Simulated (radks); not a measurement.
Values are calculated unless marked as measured or tabulated.
Task: All-electron atom: the iridium ion Ir+ in [Xe] 4f14 5d6 6s1 5f1 (not the ground configuration). Level of theory: Dirac Kohn-Sham, LDA (Slater exchange, Perdew-Zunger correlation), spin-unpolarised, spherical densities, finite nucleus; open shells are shared between the two j in proportion to 2j + 1; Fermi nuclear charge, rms radius 5.4032 fm (a radial shooting solver on a logarithmic mesh with Libxc functionals).

Spin-orbit splittings of the eigenvalues, e(l+1/2) - e(l-1/2), with zeta = 2 splitting/(2l+1) and mean radii in bohr:

shell  occ.  splitting (eV)  zeta (eV)  <r> j=l-1/2  <r> j=l+1/2
2p        6            1626       1084      0.06019      0.06850
3p        6           355.9      237.2       0.1802       0.1955
3d       10           76.98      30.79       0.1705       0.1752
4p        6           84.42      56.28       0.4268       0.4608
4d       10           15.67      6.270       0.4721       0.4834
4f       14           3.126     0.8931       0.5310       0.5387
5p        6               ?          ?        1.059        1.156
5d        6           1.404     0.5615        1.557        1.609
5f        1        0.001165  0.0003329        8.066        8.073
6p        0           1.476     0.9842        3.010        3.286

Estimate the 5p splitting.

Result: 13.88 eV (zeta = 9.253 eV).
